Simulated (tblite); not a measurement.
C5H9FO2Si2.
Numbering: `[CH3:1][C:2](=[O:3])[O:4][Si@H:5]1[SiH2:6][C:7]([F:8])=[C:9]1[CH3:10]` (hydrogens: H11, H12, H13 on C1; H14 on Si5; H15, H16 on Si6; H17, H18, H19 on C10)

Structure optimised with GFN2-xTB, isolated species.

What internal coordinates does the optimisation give?

| bond | length (Å) |
| --- | --- |
| C1–C2 | 1.501 |
| C2=O3 | 1.206 |
| C2–O4 | 1.319 |
| O4–Si5 | 1.684 |
| Si5–Si6 | 2.324 |
| Si6–C7 | 1.909 |
| C7–F8 | 1.357 |
| C7=C9 | 1.342 |
| C9–C10 | 1.486 |
| Si5–C9 | 1.902 |
| C1–H11, C1–H12, C1–H13 | 1.087 |
| Si5–H14 | 1.462 |
| Si6–H15 | 1.465 |
| Si6–H16 | 1.469 |
| C10–H17, C10–H18, C10–H19 | 1.089 |

Bonds in one row agree within 0.01 Å and their mean is given. A selection of angles:
| angle | degrees |
| --- | --- |
| C1–C2–O3 | 125.2 |
| C1–C2–O4 | 113.7 |
| O3–C2–O4 | 121.1 |
| C2–O4–Si5 | 115.6 |
| O4–Si5–Si6 | 117.9 |
| O4–Si5–C9 | 105.6 |
| Si6–Si5–C9 | 77.1 |
| Si5–Si6–C7 | 73.0 |
| Si6–C7–F8 | 128.5 |
| Si6–C7–C9 | 108.1 |
| F8–C7–C9 | 123.3 |
| C7–C9–C10 | 127.2 |
| Si5–C9–C7 | 101.7 |
| Si5–C9–C10 | 131.1 |

Torsions: C1–C2–O4–Si5 178° (antiperiplanar); C2–O4–Si5–Si6 80° (synclinal); O4–Si5–Si6–C7 102° (anticlinal); Si5–Si6–C7–F8 179° (antiperiplanar); Si6–C7–C9–C10 180° (antiperiplanar); O4–Si5–C9–C7 -117° (anticlinal).

The 2 C–O bonds span 1.206 Å (C2=O3, drawn double) to 1.319 Å (C2–O4, drawn single), a spread of 0.113 Å. Of the pairs four or more bonds apart, F8···H17 is among the closest relative to their van der Waals radii: 2.61 Å, 98 % of the sum of Bondi's values. The C–C distances run from 1.342 Å (C7=C9, drawn double) to 1.501 Å (C1–C2, drawn single), a spread of 0.159 Å. Si6 (SiH2 silicon) has angles from 73.0° to 123.9°. The 4-membered ring Si5–Si6–C7–C9 has internal angles of 73.0° to 108.1° (sum 360°, against 360° for a flat polygon); it is planar, 0.01 Å rms from its mean plane, widest ring torsion 2°. Si5 (oxygen-bound silicon) has angles from 77.1° to 130.9°. O4 (oxygen singly bound to a carbonyl carbon) is bent (angle 115.6°).

Point group: C1 (no symmetry element, even within 0.4 Å). Its GFN2-xTB frequencies are all real (lowest 40 cm⁻¹). The numbers are those of one conformer. 3 starts were optimised and ended at 0.00, 0.00 and 1.40 kcal/mol (GFN2-xTB); the lowest of these is shown.

All values are computed, not measured.
